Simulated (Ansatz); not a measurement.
A run for Ansatz (a program for electronic structure): R-B3LYP-D3(BJ)/def2-TZVP on BHO2 (SMILES O=BO).

Ansatz 0.2 input:
```yaml
crystal:
  periodic: [false, false, false]
  atoms:
    - {symbol: O, position_ang: [-0.99570000, -0.32670000, 0.10330000]}
    - {symbol: B, position_ang: [0.53900000, -0.36120000, -0.32520000]}
    - {symbol: O, position_ang: [1.86320000, 0.31220000, -0.46280000]}
    - {symbol: H, position_ang: [-1.40660000, 0.37570000, 0.68470000]}
basis:
  gaussian:
    orbitals: def2-TZVP
hamiltonian:
  xc: b3lyp
  dispersion: d3bj
relax: {f_tol: 0.004, max_steps: 120}
scf: {lower_state_search: off}
```

It printed:

```
WARN ansatz: RAYON_NUM_THREADS=4 ignored (pool sized by the plan → 4); use --threads N
Functional definition: B3LYP
these checks for a lower state are left out or cut short: stability, starts, cluster_reference, orbital_swaps, neighbouring_geometries, increment
integrals: 0.02 GiB planned
515 factors; their error is unknown
mean field: 0.22 GiB planned
mean field evaluation 1: about -4776.4188 eV, gradient 7.8e1 eV
mean field evaluation 2: about -4678.9851 eV, gradient 2.0e2 eV
mean field evaluation 4: about -4786.9045 eV, gradient 1.6e1 eV
mean field evaluation 8: about -4787.3503 eV, gradient 1.7e-1 eV
mean field evaluation 16: about -4787.3571 eV, gradient 3.1e-3 eV
mean field -4787.35712939 eV, -175.9321295177 hartree, gradient 2.4e-6 eV, S^2 0.000000; 0 other end points of the search recorded, 0 dependent functions left out
the calculation of the forces begins
reference -4787.35732467 eV, -175.9321366943 hartree; 11, 11 occupied and 88, 88 virtual orbitals, 515 factors
relax step   1: F+E_penalty+E_count = -4787.42036758 eV  Δ(F+E_penalty+E_count) = +0.000e0 eV  max|allowed force component| = 8.873e0 eV/Å  Δτ_max = 0.0000 Å  (19 SCF iters, accepted)
these checks for a lower state are left out or cut short: stability, starts, cluster_reference, orbital_swaps, neighbouring_geometries, increment
integrals: 0.02 GiB planned
515 factors; their error is unknown
mean field: 0.23 GiB planned
mean field -4790.33901103 eV, -176.0417116471 hartree, gradient 1.7e-6 eV, S^2 0.000000; 0 other end points of the search recorded, 0 dependent functions left out
the calculation of the forces begins
reference -4790.33919995 eV, -176.0417185896 hartree; 11, 11 occupied and 88, 88 virtual orbitals, 515 factors
relax step   2: F+E_penalty+E_count = -4790.40470543 eV  Δ(F+E_penalty+E_count) = -2.984e0 eV  max|allowed force component| = 5.811e0 eV/Å  Δτ_max = 0.1946 Å  (27 SCF iters, accepted)
these checks for a lower state are left out or cut short: stability, starts, cluster_reference, orbital_swaps, neighbouring_geometries, increment
integrals: 0.02 GiB planned
515 factors; their error is unknown
mean field: 0.23 GiB planned
mean field evaluation 32: about -4790.6739 eV, gradient 7.1e-1 eV
mean field -4790.68544714 eV, -176.0544429390 hartree, gradient 1.1e-6 eV, S^2 0.000000; 0 other end points of the search recorded, 0 dependent functions left out
the calculation of the forces begins
reference -4790.68563382 eV, -176.0544497997 hartree; 11, 11 occupied and 88, 88 virtual orbitals, 515 factors
relax step   3: F+E_penalty+E_count = -4790.75349707 eV  Δ(F+E_penalty+E_count) = -3.488e-1 eV  max|allowed force component| = 7.854e0 eV/Å  Δτ_max = 0.1946 Å  (27 SCF iters, accepted)
these checks for a lower state are left out or cut short: stability, starts, cluster_reference, orbital_swaps, neighbouring_geometries, increment
integrals: 0.02 GiB planned
515 factors; their error is unknown
mean field: 0.23 GiB planned
mean field -4791.00078436 eV, -176.0660313683 hartree, gradient 1.9e-6 eV, S^2 0.000000; 0 other end points of the search recorded, 0 dependent functions left out
the calculation of the forces begins
reference -4791.00097113 eV, -176.0660382319 hartree; 11, 11 occupied and 88, 88 virtual orbitals, 515 factors
relax step   4: F+E_penalty+E_count = -4791.06800681 eV  Δ(F+E_penalty+E_count) = -3.145e-1 eV  max|allowed force component| = 5.059e-1 eV/Å  Δτ_max = 0.0795 Å  (21 SCF iters, accepted)
these checks for a lower state are left out or cut short: stability, starts, cluster_reference, orbital_swaps, neighbouring_geometries, increment
integrals: 0.02 GiB planned
515 factors; their error is unknown
mean field: 0.23 GiB planned
mean field -4791.01636683 eV, -176.0666040133 hartree, gradient 1.2e-6 eV, S^2 0.000000; 0 other end points of the search recorded, 0 dependent functions left out
the calculation of the forces begins
reference -4791.01655370 eV, -176.0666108808 hartree; 11, 11 occupied and 88, 88 virtual orbitals, 515 factors
relax step   5: F+E_penalty+E_count = -4791.08357078 eV  Δ(F+E_penalty+E_count) = -1.556e-2 eV  max|allowed force component| = 4.083e-1 eV/Å  Δτ_max = 0.0145 Å  (21 SCF iters, accepted)
these checks for a lower state are left out or cut short: stability, starts, cluster_reference, orbital_swaps, neighbouring_geometries, increment
integrals: 0.02 GiB planned
515 factors; their error is unknown
mean field: 0.23 GiB planned
mean field -4791.04121665 eV, -176.0675172275 hartree, gradient 2.6e-6 eV, S^2 0.000000; 0 other end points of the search recorded, 0 dependent functions left out
the calculation of the forces begins
reference -4791.04140472 eV, -176.0675241391 hartree; 11, 11 occupied and 88, 88 virtual orbitals, 515 factors
relax step   6: F+E_penalty+E_count = -4791.10803890 eV  Δ(F+E_penalty+E_count) = -2.447e-2 eV  max|allowed force component| = 3.909e-1 eV/Å  Δτ_max = 0.0763 Å  (19 SCF iters, accepted)
these checks for a lower state are left out or cut short: stability, starts, cluster_reference, orbital_swaps, neighbouring_geometries, increment
integrals: 0.02 GiB planned
515 factors; their error is unknown
mean field: 0.23 GiB planned
mean field evaluation 64: about -4791.0446 eV, gradient 3.2e-3 eV
mean field -4791.04457237 eV, -176.0676405478 hartree, gradient 1.2e-6 eV, S^2 0.000000; 0 other end points of the search recorded, 0 dependent functions left out
the calculation of the forces begins
reference -4791.04476026 eV, -176.0676474527 hartree; 11, 11 occupied and 88, 88 virtual orbitals, 515 factors
relax step   7: F+E_penalty+E_count = -4791.11145861 eV  Δ(F+E_penalty+E_count) = -3.420e-3 eV  max|allowed force component| = 2.684e-2 eV/Å  Δτ_max = 0.0129 Å  (22 SCF iters, accepted)
these checks for a lower state are left out or cut short: stability, starts, cluster_reference, orbital_swaps, neighbouring_geometries, increment
integrals: 0.02 GiB planned
515 factors; their error is unknown
mean field: 0.23 GiB planned
mean field -4791.04458928 eV, -176.0676411693 hartree, gradient 1.2e-6 eV, S^2 0.000000; 0 other end points of the search recorded, 0 dependent functions left out
the calculation of the forces begins
reference -4791.04477717 eV, -176.0676480744 hartree; 11, 11 occupied and 88, 88 virtual orbitals, 515 factors
relax step   8: F+E_penalty+E_count = -4791.11148350 eV  Δ(F+E_penalty+E_count) = -2.488e-5 eV  max|allowed force component| = 2.020e-3 eV/Å  Δτ_max = 0.0015 Å  (23 SCF iters, accepted)
Total energy: -4791.11167140 eV, -176.0701063917 hartree
Atom 0 at    -0.804963    -0.338415     0.061487 Å, force     0.000315    -0.002020    -0.001324 eV/Å
Atom 1 at     0.466306    -0.074138    -0.197729 Å, force     0.000593     0.001113     0.000493 eV/Å
Atom 2 at     1.632283     0.120859    -0.463905 Å, force    -0.001186    -0.000405     0.000136 eV/Å
Atom 3 at    -1.293725     0.291694     0.600147 Å, force     0.000278     0.001312     0.000695 eV/Å
Dipole moment:    -0.722687     0.152056     0.328720 e Å
Checks for a lower state left out: stability, starts, cluster_reference, orbital_swaps, neighbouring_geometries, increment
```

The calculation finished and met its thresholds.

Cost: roughly 8 core-seconds.
